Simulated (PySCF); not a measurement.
# [Eu(N2)8]3+ at several levels of theory

Computed with PySCF 2.14.0 (density fitting, no spin-orbit coupling) at the geometry relaxed with PBE0:

```xyz
17
[Eu(N2)8]3+ (singlet in the valence; each metal's 4f electrons, 6 of them, lie in its core potential, out of spins and levels)
Eu    0.0000    0.0000    0.0000
N     2.2149    0.0000    1.3956
N     3.1446    0.0000    1.9831
N     0.0000    2.2149    1.3956
N     0.0000    3.1446    1.9831
N    -2.2149    0.0000    1.3956
N    -3.1446    0.0000    1.9831
N     0.0000   -2.2149    1.3956
N     0.0000   -3.1446    1.9831
N     1.5661    1.5661   -1.3956
N     2.2235    2.2235   -1.9831
N    -1.5661    1.5661   -1.3956
N    -2.2235    2.2235   -1.9831
N    -1.5661   -1.5661   -1.3956
N    -2.2235   -2.2235   -1.9831
N     1.5661   -1.5661   -1.3956
N     2.2235   -2.2235   -1.9831
```

```tsv
level	basis	state	HOMO (eV)	gap (eV)	charge on Eu1 (e)	population of f-type functions on Eu1 (polarisation alone where 4f lies in the core)	dipole about the centre of mass (D)	largest force component (eV/Å)
PBE0	Eu lcecp-1-SVP with ECP52, N def2-SVP	singlet	-24.38	8.38	1.77	0.04	0.00	0.01
r2SCAN	the same	singlet	-22.95	6.17	1.77	0.04	0.00	0.71
HF	the same	singlet	-28.72	16.51	2.31	0.04	0.00	4.06
B3LYP	the same	singlet	-24.06	7.83	1.65	0.04	0.00	0.38
```

In the lcecp rows the 4f levels are missing from HOMO and gap, and the state counts the valence alone.

Charges are Mulliken's, which hang on the basis. The relaxation used the grid (50, 194), these runs (75, 302) or, all-electron (x2c bases, spin-free X2C Hamiltonian), (99, 590).

Q: What does revPBE with Eu lcecp-1-SVP with ECP52, N def2-SVP give here?

A: state singlet, HOMO (eV) -22.29, gap (eV) 5.59, charge on Eu1 (e) 1.60, population of f-type functions on Eu1 (polarisation alone where 4f lies in the core) 0.04, dipole about the centre of mass (D) 0.00, largest force component (eV/Å) 2.12. Time: 52 s on 4 threads of AMD EPYC 7R43 64-Core Processor (Zen 3) (shared host), from an already converged density.

In the first row's basis the gap widens with exact exchange: 5.6 to 6.2 eV for revPBE, r2SCAN (none); 7.8 to 8.4 eV for B3LYP, PBE0 (a fixed share); 16.5 eV for Hartree–Fock (rising or full at long range).

An lcecp potential fixes the number of 4f electrons, so in runs with it no electron can move into or out of that shell.
